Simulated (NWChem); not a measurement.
Everything below was run with NWChem. System: H$_{4}$PbSi, charge 1, spin multiplicity 2, at the geometry of a parent with another charge or spin, in a state set for the comparison that need not be this species' ground state. Its SCF solution wasn't tested for a lower state. Level: UPBE/def2-SVPD with def2 effective core potentials on Pb.

Output (cleaned and shortened):

```
             Northwest Computational Chemistry Package (NWChem) 7.3.0
             --------------------------------------------------------

                                NWChem Input Module
                                -------------------

 Scaling coordinates for geometry "geometry" by  1.889725989
 (inverse scale =  0.529177249)

 Turning off AUTOSYM since
 SYMMETRY directive was detected!

                             Geometry "geometry" -> ""
                             -------------------------

 Output coordinates in angstroms (scale by  1.889725989 to convert to a.u.)

  No.       Tag          Charge          X              Y              Z
 ---- ---------------- ---------- -------------- -------------- --------------
    1 Pb                  82.0000     0.32567500    -0.35808500     0.00000000
    2 H                    1.0000    -1.15604400    -1.47261500     0.00000000
    3 Si                  14.0000    -1.43665800     1.74103700     0.00000000
    4 H                    1.0000    -2.32704900     1.68515900     1.20799800
    5 H                    1.0000    -2.32704900     1.68515900    -1.20799800
    6 H                    1.0000    -0.78197900     3.09076700     0.00000000

 Effective nuclear repulsion energy (a.u.)     299.5805940293

            Nuclear Dipole moment (a.u.)
            ----------------------------
        X                 Y               Z
 ---------------- ---------------- ----------------
     0.0000321253     0.0000340151     0.0000000000

      Symmetry information
      --------------------

 Group name             Cs
 Group number              2
 Group order               2
 No. of unique centers     5

      Symmetry unique atoms

     1    2    3    4    6


 Summary of "ao basis" -> "" (spherical)
 ------------------------------------------------------------------------------
       Tag                 Description            Shells   Functions and Types
 ---------------- ------------------------------  ------  ---------------------
 *                         def2-svpd                  on all atoms

 Summary of "ao basis" -> "ao basis" (spherical)
 ------------------------------------------------------------------------------
       Tag                 Description            Shells   Functions and Types
 ---------------- ------------------------------  ------  ---------------------
 Pb                        def2-svpd                12       32   5s4p3d
 H                         def2-svpd                 4        8   2s2p
 Si                        def2-svpd                10       24   5s3p2d

 Summary of "ao basis" -> "ao basis" (spherical)
 ------------------------------------------------------------------------------
       Tag                 Description            Shells   Functions and Types
 ---------------- ------------------------------  ------  ---------------------
 Pb                        def2-svpd                12       32   5s4p3d
 H                         def2-svpd                 4        8   2s2p
 Si                        def2-svpd                10       24   5s3p2d

      Symmetry analysis of basis
      --------------------------

        a'         59
        a"         29

            General Information
            -------------------
          SCF calculation type: DFT
          Wavefunction type:  spin polarized.
          No. of atoms     :     6
          No. of electrons :    39
           Alpha electrons :    20
            Beta electrons :    19
          Charge           :     1
          Spin multiplicity:     2
          Use of symmetry is: on ; symmetry adaption is: on
          Maximum number of iterations: 100
          AO basis - number of functions:    88
                     number of shells:    38
          Convergence on energy requested:  1.00D-06
          Convergence on density requested:  1.00D-05
          Convergence on gradient requested:  5.00D-04

              XC Information
              --------------
          PerdewBurkeErnzerhof Exchange Functional  1.000
            Perdew 1991 LDA Correlation Functional  1.000 local
           PerdewBurkeErnz. Correlation Functional  1.000 non-local

             Grid Information
[...]
    15     -0.335140  1 Pb px                 4      0.331844  1 Pb s
    33     -0.300450  2 H  s                  1     -0.219080  1 Pb s

                     DFT Final Beta Molecular Orbital Analysis
                     -----------------------------------------

 Vector   17  Occ=1.000000D+00  E=-4.965652D-01  Symmetry=a"
              MO Center= -2.0D+00,  1.7D+00, -1.0D-13, r^2= 2.2D+00
   Bfn.  Coefficient  Atom+Function         Bfn.  Coefficient  Atom+Function
  ----- ------------  ---------------      ----- ------------  ---------------
    54      0.358076  3 Si pz                65      0.327931  4 H  s
    73     -0.327931  5 H  s                 51      0.315876  3 Si pz
    48     -0.178392  3 Si pz                58      0.062112  3 Si d  1
    14      0.055893  1 Pb pz                63      0.047518  3 Si d  1
    66      0.037443  4 H  s                 74     -0.037443  5 H  s

 Vector   18  Occ=1.000000D+00  E=-4.920411D-01  Symmetry=a'
              MO Center= -1.3D+00,  2.1D+00,  9.1D-14, r^2= 2.5D+00
   Bfn.  Coefficient  Atom+Function         Bfn.  Coefficient  Atom+Function
  ----- ------------  ---------------      ----- ------------  ---------------
    81      0.363509  6 H  s                 52      0.272083  3 Si px
    49      0.239432  3 Si px                53      0.230591  3 Si py
    50      0.201602  3 Si py                65     -0.188513  4 H  s
    73     -0.188513  5 H  s                 46     -0.134833  3 Si px
    47     -0.113584  3 Si py                12      0.072200  1 Pb px

 Vector   19  Occ=1.000000D+00  E=-4.391130D-01  Symmetry=a'
              MO Center= -4.8D-01, -3.7D-01, -8.2D-17, r^2= 3.7D+00
   Bfn.  Coefficient  Atom+Function         Bfn.  Coefficient  Atom+Function
  ----- ------------  ---------------      ----- ------------  ---------------
    33     -0.373613  2 H  s                 13      0.365721  1 Pb py
    34     -0.239158  2 H  s                 12      0.223551  1 Pb px
     3      0.185402  1 Pb s                 81     -0.150721  6 H  s
    50     -0.134631  3 Si py                16      0.129272  1 Pb py
    53     -0.127164  3 Si py                10     -0.124339  1 Pb py

 Vector   20  Occ=0.000000D+00  E=-4.075004D-01  Symmetry=a'
              MO Center= -3.6D-01,  3.6D-01, -4.5D-16, r^2= 4.3D+00
   Bfn.  Coefficient  Atom+Function         Bfn.  Coefficient  Atom+Function
  ----- ------------  ---------------      ----- ------------  ---------------
    12      0.394485  1 Pb px                 3      0.310993  1 Pb s
    13     -0.229880  1 Pb py                53      0.222328  3 Si py
    52     -0.217602  3 Si px                 4      0.212795  1 Pb s
    50      0.202449  3 Si py                44     -0.197070  3 Si s
    49     -0.197781  3 Si px                 1     -0.185185  1 Pb s

 Vector   21  Occ=0.000000D+00  E=-3.402465D-01  Symmetry=a"
              MO Center=  1.7D-01, -2.2D-01, -4.4D-15, r^2= 3.4D+00
   Bfn.  Coefficient  Atom+Function         Bfn.  Coefficient  Atom+Function
  ----- ------------  ---------------      ----- ------------  ---------------
    14      0.683876  1 Pb pz                17      0.410267  1 Pb pz
    11     -0.213982  1 Pb pz                 8     -0.206989  1 Pb pz
    66     -0.121446  4 H  s                 74      0.121446  5 H  s
    54      0.097732  3 Si pz                65     -0.081447  4 H  s
    73      0.081447  5 H  s                 58     -0.049850  3 Si d  1

 Vector   22  Occ=0.000000D+00  E=-2.169975D-01  Symmetry=a'
              MO Center= -2.7D-01,  2.0D-01, -2.9D-14, r^2= 6.3D+00
   Bfn.  Coefficient  Atom+Function         Bfn.  Coefficient  Atom+Function
  ----- ------------  ---------------      ----- ------------  ---------------
    44      1.026535  3 Si s                 16     -0.548459  1 Pb py
    45     -0.505217  3 Si s                 13     -0.499723  1 Pb py
    43      0.365103  3 Si s                 53     -0.329968  3 Si py
    66     -0.205855  4 H  s                 74     -0.205855  5 H  s
    15      0.204409  1 Pb px                42      0.201685  3 Si s

   alpha - beta orbital overlaps
   -----------------------------

   alpha      1      2      3      4      5      6      7      8      9     10
    beta      1      2      3      4      5      6      7      8      9     10
 overlap   1.000  1.000  1.000  1.000  1.000  1.000  1.000  0.999  0.999  0.991

   alpha     11     12     13     14     15     16     17     18     19     20
    beta     11     12     13     14     15     16     17     18     19     20
 overlap   0.997  0.997  0.986  0.987  0.999  0.999  1.000  0.999  0.885  0.885

   alpha     21     22     23     24     25     26     27     28     29     30
    beta     21     22     23     25     24     26     27     28     29     31
 overlap   1.000  0.993  0.995  0.994  0.995  0.998  0.991  0.993  0.994  0.984

   alpha     31     32     33     34     35     36     37     38     39     40
    beta     30     32     33     34     35     36     37     38     39     40
 overlap   0.997  0.995  0.997  0.753  0.759  0.994  0.997  0.996  0.996  0.998

   alpha     41     42     43     44     45     46     47     48     49     50
    beta     41     42     43     44     45     46     47     48     49     50
 overlap   0.998  0.996  0.999  0.996  0.999  0.944  0.943  0.997  0.994  0.992

   alpha     51     52     53     54     55     56     57     58     59     60
    beta     51     53     52     54     55     57     56     58     59     60
 overlap   0.965  0.983  0.967  0.975  0.977  0.973  0.986  0.992  0.996  0.999

   alpha     61     62     63     64     65     66     67     68     69     70
    beta     61     62     63     64     65     66     67     68     69     70
 overlap   0.997  0.997  0.995  0.975  0.977  0.998  0.998  0.998  0.999  1.000

   alpha     71     72     73     74     75     76     77     78     79     80
    beta     71     72     73     74     75     76     77     78     79     80
 overlap   0.971  0.971  1.000  1.000  1.000  1.000  1.000  1.000  1.000  1.000

   alpha     81     82     83     84     85     86     87     88
    beta     81     82     83     84     85     86     87     88
 overlap   1.000  1.000  1.000  1.000  1.000  1.000  1.000  1.000

     --------------------------
     Expectation value of S2:
     --------------------------
      <S2> =      0.7527 (Exact =     0.7500)

 center of mass
 --------------
 x =   0.16454093 y =  -0.16328994 z =   0.00000000

 moments of inertia (a.u.)
 ------------------
         464.803764287358         360.859094738475           0.000000000000
         360.859094738475         334.976669701766           0.000000000000
           0.000000000000           0.000000000000         778.772892951412

     Multipole analysis of the density
     ---------------------------------

     L   x y z        total         alpha         beta         nuclear
     -   - - -        -----         -----         ----         -------
     0   0 0 0      1.000000    -20.000000    -19.000000     40.000000

     1   1 0 0     -0.221939     18.684565     18.019655    -36.926159
     1   0 1 0      0.548580    -20.372960    -19.679446     40.600986
     1   0 0 1      0.000000     -0.000000      0.000000      0.000000

     2   2 0 0    -25.451439    -95.079573    -87.525344    157.153479
     2   1 1 0     -5.370306     82.168448     77.233273   -164.772028
     2   1 0 1     -0.000000     -0.000000      0.000000      0.000000
     2   0 2 0    -25.042204   -127.629541   -121.171418    223.758755
     2   0 1 1     -0.000000     -0.000000     -0.000000      0.000000
     2   0 0 2    -26.870894    -19.518349    -17.774762     10.422217

 Task  times  cpu:        5.7s     wall:        5.7s

 Total times  cpu:        5.7s     wall:        5.7s
```

Question: Write an NWChem input that would produce this output.

Answer: Several could match; the one computed here: 
```
start mol
memory heap 200 mb stack 900 mb global 1100 mb
charge 1
geometry units angstroms nocenter noautoz
  Pb     0.325675    -0.358085     0.000000
  H     -1.156044    -1.472615     0.000000
  Si    -1.436658     1.741037     0.000000
  H     -2.327049     1.685159     1.207998
  H     -2.327049     1.685159    -1.207998
  H     -0.781979     3.090767     0.000000
  symmetry group Cs
end
basis spherical
  * library def2-svpd
end
ecp
  Pb library def2-ecp
end
dft
  xc xpbe96 cpbe96
  odft
  mult 2
  semidirect memsize 60000000 filesize 0
  iterations 100
end
task dft energy
```
